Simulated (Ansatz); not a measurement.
`[SiH3][SiH]1CS1` + HI → `I[SiH]1CS1` + SiH₄ at 500 K and 1 bar (cleavage of the Si–Si bond).

Calculated with Ansatz (gas phase, PBE0-D4/def2-TZVP geometries, no zero-point term in ΔE). CBS: MP2 limit from def2 TZ/QZ plus the TZ coupled-cluster correction, frozen cores. This one scheme is used for every species. Elements past krypton have def2 core potentials. For I outer-core shells are correlated without core-valence functions, which leaves a few kJ/mol of doubt a bond.

```csv
species,CCSD(T)/CBS energy (Eh),H − E (kJ/mol),S (J/(mol·K))
`[SiH3][SiH]1CS1`,-1017.58743,208.5,405.5
HI,-298.03592,28.6,221.6
`I[SiH]1CS1`,-1024.19180,135.7,379.4
SiH₄,-291.46306,102.4,230.9
```

H − E and S are ideal-gas, rigid-rotor, harmonic terms from PBE0-D4/def2-TZVP, for one conformer and one mirror image of each species. 1 Eh = 2625.50 kJ/mol, R = 8.31446 J/(mol·K).

Task: By hand: ΔE, ΔH, ΔS and ΔG.

Result: ΔE = (-1024.19180) + (-291.46306) − (-1017.58743) − (-298.03592) = -0.03151 Eh = -82.7 kJ/mol. Δ(H − E) = 135.7 + 102.4 − 208.5 − 28.6 = 1.0, so ΔH = -81.7 kJ/mol. ΔS = 379.4 + 230.9 − 405.5 − 221.6 = -16.8 J/(mol·K). ΔG = -81.7 − 500 × (-16.8)/1000 = -73.3 kJ/mol.

Task: By hand: the equilibrium constant, and the temperature at which ΔG would vanish if ΔH and ΔS stayed fixed.

Result: log₁₀ K = −ΔG/(RT ln 10) = 7.7. ΔG = 0 at ΔH/ΔS = 4863 K, far beyond where these terms or the molecules hold.

ΔH outweighs TΔS. A doubt of 5 kJ/mol in ΔE shifts log₁₀ K by 0.5 here. Other conformers and mirror images would add mixing entropy, several J/(mol·K) or more a flexible species. These are equilibria of isolated gas molecules and say nothing of rates. Largest T1 diagnostic: 0.013 (customary marks: 0.02 for closed shells, 0.045 for open ones).
